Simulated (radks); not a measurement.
The numbers below are computed, except where a source is named.
Valence configurations of Ta I (all share [Xe]). Code: a radial shooting solver on a logarithmic mesh with Libxc functionals. Model: scalar-relativistic Kohn-Sham, r2SCAN, spin-polarised, spherical densities, finite nucleus; open shells are filled with parallel spins first (spin-orbit coupling, left out, can overturn this in heavy ions); meta-GGA in the generalised Kohn-Sham scheme; Fermi nuclear charge, rms radius 5.3507 fm. Energies are relative to 4f14 5d3 6s2; eigenvalues in eV for spin up.

valence               E (eV)  moment (Bohr magnetons)    e(4f)    e(5d)   e(6p)    e(6s)
4f14 5d4 6s1          -0.282                        5  -22.636   -3.411       -   -5.872
4f14 5d3 6s2           0.000                        3  -24.907   -4.432       -   -6.121
4f14 5d2 6s2 6p1       3.567                        3  -28.861   -6.860  -2.733   -7.757
4f14 5d3 6p2           7.184                        5  -27.623   -6.788  -3.184        -
4f13.5 5d3 6s2 6p0.5  12.897                        4  -31.389   -6.456  -2.113   -7.158
4f13 5d4 6s2          23.296                        5  -33.913   -5.831       -   -6.438
4f13 5d4 6p2          30.743                        7  -36.647   -8.283  -3.219        -
4f13 5d3 6s1 6p2      30.867                        7  -39.251   -9.686  -3.616   -9.317
4f12 5d3 6s2 6p2      67.921                        7  -52.505  -13.120  -3.999  -10.236
4f12 5d3 6p4          79.800                        7  -55.410  -15.583  -5.207        -

NIST lists [Xe] 4f14 5d3 6s2 as the ground configuration; this level of theory puts 4f14 5d4 6s1 lower, by 0.282 eV. The energies are those of spherical high-spin densities, not of single terms.
